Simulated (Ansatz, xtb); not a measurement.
**Two isomers of ClGeH7Si2**

We compare I, `Cl[SiH2][SiH2][GeH3]`, a singlet, with II, `[SiH3][GeH2][SiH2]Cl`, a singlet. Both are isolated molecules in the gas phase, relaxed with PBE0-D3(BJ)/pcseg-1; the shapes shown needn't be the lowest conformers.

I (Å):

```xyz
11

Cl   -2.8075   -1.8010    0.4640
Ge   -0.3711    1.3167   -1.0027
Si   -0.7892   -2.2930    0.2897
Si    0.1495   -0.9744   -1.3999
H    -0.1526   -2.0159    1.6089
H    -0.7121   -3.7546    0.0079
H     1.6309   -1.1807   -1.3957
H    -0.3922   -1.4079   -2.7225
H    -1.8876    1.5336   -1.0947
H     0.3313    2.2071   -2.0404
H     0.1087    1.7193    0.4010
```

II (Å):

```xyz
11

Cl   -2.9479    1.0389    1.5112
Ge   -0.5299    0.2142   -1.1215
Si    0.9793   -1.4963   -1.8155
Si   -1.6364   -0.4476    0.8778
H     1.9859   -1.7380   -0.7403
H     0.2216   -2.7584   -2.0619
H     1.6841   -1.0938   -3.0672
H     0.2310    1.5246   -0.8568
H    -1.5857    0.4706   -2.2106
H    -0.6591   -0.6794    1.9786
H    -2.4359   -1.6867    0.6628
```

Task: Estimate which is lower in electronic energy at CCSD(T)/def2-SVP + ΔMP2/def2-TZVPP, and by roughly how much.

Result: The CCSD(T)/def2-SVP + ΔMP2/def2-TZVPP calculation puts structure II lower, by 3.3 kcal/mol.

The same difference at several levels:

| level | geometry | E(II) − E(I) (kcal/mol) | departure from the last row (kcal/mol) | job, with rough time for the two |
| --- | --- | --- | --- | --- |
| GFN2-xTB | GFN2-xTB | −12.6 | −9.3 | optimisation, 0.34 s |
| HF/STO-3G | GFN2-xTB | −2.3 | +1.0 | single point, 0.79 s |
| r2SCAN-D4/def2-SVP | GFN2-xTB | −3.2 | +0.1 | single point, 4.1 s |
| PBE0-D3(BJ)/pcseg-1 | PBE0-D3(BJ)/pcseg-1 | −2.2 | +1.2 | optimisation, 96 s |
| HF/def2-SVP | PBE0-D3(BJ)/pcseg-1 | −2.7 | +0.6 | part of the CCSD(T) run |
| MP2/def2-SVP | PBE0-D3(BJ)/pcseg-1 | −2.8 | +0.6 | part of the CCSD(T) run |
| CCSD(T)/def2-SVP | PBE0-D3(BJ)/pcseg-1 | −2.3 | +1.0 | single point |
| CCSD(T)/def2-SVP + ΔMP2/def2-TZVPP | PBE0-D3(BJ)/pcseg-1 | −3.3 |  | single point, 36 s |

As drawn, II has 1 Ge–Si, 1 Si–H in place of 1 Si–Si, 1 Ge–H.

None of the levels shown reverses the order. The largest departure from CCSD(T)/def2-SVP + ΔMP2/def2-TZVPP is that of GFN2-xTB, 9.3 kcal/mol. The last row adds to CCSD(T) the change of the MP2 difference between the two basis sets, here −1.0 kcal/mol.

With harmonic frequencies from PBE0-D3(BJ)/pcseg-1 (ideal gas, rigid rotor, one conformer each, 400 K, 1 atm): on the last row, ΔE + ΔZPE = −3.3 kcal/mol. A mode under 50 cm⁻¹ makes harmonic enthalpies and free energies unreliable, so none is given.

The correlated steps freeze 24 core orbitals; the filled d shell of Ge is correlated, in a basis made for valence electrons. Run with Ansatz 0.2.0, xtb 6.7.1; the last row on 2 threads of Intel(R) Xeon(R) Platinum 8375C CPU @ 2.90GHz (Ice Lake) on a shared host.
